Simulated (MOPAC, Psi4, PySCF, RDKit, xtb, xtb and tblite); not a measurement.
Two geometries of SMILES B[SiH2]CC(C)C (C4H13BSi), relaxed at GFN2-xTB with one dihedral held; other torsions can differ between them too.

Structure A

```
19

B     -3.0857     0.0423    -0.2930
Si    -1.5365     1.2343    -0.4185
C     -1.2777     2.3754     1.0980
C     -2.2394     3.5622     1.1728
C     -3.6882     3.0994     1.2948
C     -1.8831     4.4664     2.3532
H     -3.4997    -0.5055    -1.2409
H     -3.6002    -0.2219     0.7244
H     -0.2798     0.4590    -0.5254
H     -1.5160     2.1305    -1.5937
H     -1.3683     1.7929     2.0180
H     -0.2575     2.7631     1.0821
H     -2.1389     4.1470     0.2510
H     -3.9873     2.5197     0.4220
H     -3.8130     2.4768     2.1789
H     -4.3567     3.9541     1.3817
H     -1.9740     3.9190     3.2897
H     -0.8602     4.8262     2.2654
H     -2.5465     5.3283     2.3943
```

Structure B

```
19

B      2.7757    -0.1029    -0.0985
Si     1.5391     1.3680    -0.4646
C      0.2830     0.8289    -1.8104
C     -0.6056    -0.3338    -1.3703
C      0.2175    -1.5887    -1.0982
C     -1.6673    -0.6337    -2.4298
H      3.2658    -0.7225    -0.9633
H      3.0467    -0.4320     0.9929
H      2.1688     2.5945    -0.9957
H      0.7160     1.8427     0.6675
H      0.8157     0.5433    -2.7199
H     -0.3531     1.6740    -2.0773
H     -1.1184    -0.0472    -0.4443
H      0.9764    -1.3996    -0.3338
H      0.7254    -1.9124    -2.0052
H     -0.4183    -2.4018    -0.7516
H     -1.1948    -0.9136    -3.3697
H     -2.2886     0.2415    -2.6065
H     -2.3109    -1.4519    -2.1120
```

### Question
Which is lower in energy at the level PBE0-D3(BJ)/def2-SVP // GFN2-xTB (Psi4 1.11), and by how much?

### Answer
B is lower, by 0.80 kcal/mol (dihedral H7–B1–Si2–C3: 165° in A, 45° in B).

E(B) − E(A) in kcal/mol at the other levels, on the same two geometries: GFN2-xTB (xtb and tblite) -1.04; PBE0/def2-SVP // GFN2-xTB (Psi4) -0.60; PBE/def2-SVP // GFN2-xTB (Psi4) -1.08; PBE-D3(BJ)/def2-SVP // GFN2-xTB (Psi4) -1.31; UFF // GFN2-xTB (RDKit) 13.47; PM7, restricted, heats of formation // GFN2-xTB (MOPAC) 1.26; PM6, restricted, heats of formation // GFN2-xTB (MOPAC) 0.46; GFN1-xTB // GFN2-xTB (xtb) -0.79; restricted B3LYP/6-31G*, spherical d, density fitting // GFN2-xTB (PySCF) -0.19; restricted Hartree-Fock/3-21G // GFN2-xTB (PySCF) 0.27; restricted Hartree-Fock/STO-3G // GFN2-xTB (PySCF) 1.10; restricted M06-2X/6-31G*, spherical d, density fitting // GFN2-xTB (PySCF) -0.48.
